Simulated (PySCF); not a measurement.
# Titanium: a sound run and one with changed settings

Sound run: Ti⁺ [Ar] 3d2 4s1, Ti²⁺ [Ar] 3d2. All numbers are calculated (PySCF 2.14, scalar relativity by spin-free X2C-1e, in jorge-DZP-DKH (8s6p2d1f, 43 functions)). In the sound run the correlated levels freeze [Ar]. The sound run starts from symmetry-adapted Hartree-Fock orbitals and uses a fine grid where one is needed.

Changed run: basis STO-3G, all-electron and non-relativistic. This setting is unsound on purpose.

```csv
species,method,sound run (hartree),changed run (hartree),converged
Ti⁺,UHF,-852.51355,-839.44286,yes
Ti⁺,M06-L,-853.36875,-840.18741,yes
Ti⁺,PBE0,-853.24842,-840.06559,yes
Ti⁺,MP2,-852.52053,-839.44286,yes
Ti²⁺,UHF,-852.03891,-838.95528,yes
Ti²⁺,M06-L,-852.89497,-839.70018,yes
Ti²⁺,PBE0,-852.74328,-839.54072,yes
Ti²⁺,MP2,-852.04132,-838.95528,yes
```

Ionisation energy of Ti⁺:

```csv
method,sound run (eV),changed run (eV)
UHF,12.916,13.268
M06-L,12.892,13.258
PBE0,13.746,14.282
MP2,13.040,13.268
SCS-MP2,12.957,13.268
```

A minimal basis cannot let orbitals breathe on ionisation and holds almost no correlation. The Hamiltonian changed with the basis, so the totals do not compare.

For comparison, NIST gives 13.575 eV between the lowest levels.
